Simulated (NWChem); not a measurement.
Species: GaH3SO2; SMILES [OH][Ga]([OH])[SH]

```xyz
7

Ga    -0.0133     0.3048     0.0000
O     -1.5434     1.2109     0.0000
H     -1.4611     2.1693     0.0000
O      1.5903     1.0814     0.0000
H      1.5904     2.0436     0.0000
S     -0.0848    -1.8772     0.0000
H      1.2651    -1.9628     0.0000
```
Atoms are numbered in this order, from 1.

Program: NWChem. Coordinates come from a PBE0/def2-SVP optimisation. Total energies compare along this basis series because the functional is fixed.

```
level           basis functions  energy (Ha)  highest occupied level (eV)  orbital gap (eV)  dipole (D)
--------------  ---------------  -----------  ---------------------------  ----------------  ----------
PBE/def2-SVP                 93   -2474.2782                        -6.22              4.66        2.63
PBE/def2-SVPD               135   -2474.3111                        -6.62              4.51        2.19
PBE/def2-TZVP               165   -2474.8599                        -6.48              4.65         [?]
PBE/def2-TZVPP              194   -2474.8640                        -6.49              4.67        2.28
```

**Question.** What belongs in the gaps?

**Answer.** 
- PBE/def2-TZVP, dipole (D): 2.37
